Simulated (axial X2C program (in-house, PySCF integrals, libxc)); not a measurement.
## Potential curves of RhO, two-component

Calculated with an in-house all-electron X2C program for linear molecules (integrals from PySCF). Two-component (2c) means X2C with spin–orbit coupling and atomic mean-field two-electron Coulomb and Gaunt terms. Basis: Rh dyall-cv3z [12s12p8d5f3g], O dyall-av3z [7s6p3d2f] (cores contracted in-house); Gaussian nuclei, density fitting, unrestricted open shells. Masses: Rh 102.906 u, O 15.995 u.

State: Ω = 3/2 (⟨Sz⟩ = 1.48, ⟨Lz⟩ = 0.02 at LDA). Energies in eV from the lowest point of each curve. Fits are polynomials in 1 − R0/R over 0.85 to 1.23 times the lowest point R0.

| R (Å) | LDA |
| --- | --- |
| 1.4755 | 1.3490 |
| 1.5434 | 0.5341 |
| 1.5942 | 0.1966 |
| 1.6451 | 0.0324 |
| 1.6960 | 0.0000 |
| 1.7554 | 0.0850 |
| 1.8147 | 0.2633 |
| 1.8910 | 0.5819 |
| 1.9843 | 1.0470 |
| 2.1200 | 1.7702 |

Occupations by symmetry block were frozen at the best pattern of an incomplete PBE0 search. Density functionals use the spin component along the axis (collinear). Other states lie close and PBE0, whose exact exchange favours high spin, may order them wrongly; the determinant shown need not be the ground state. The nearest other 2c determinant of the search, Ω = 1/2, lies 0.31 eV up at the distance of the search. With several unpaired electrons one determinant need not be a pure state. This is the top spin component of a Σ state; components of lower Ω are not single determinants and can lie lower.

Task: Fit the LDA curve near its minimum: give the equilibrium distance and the harmonic wavenumber.

Result: At LDA, 2c: Re = 1.685 Å, ωe ≈ 890 cm⁻¹; Be follows as 0.429 cm⁻¹.
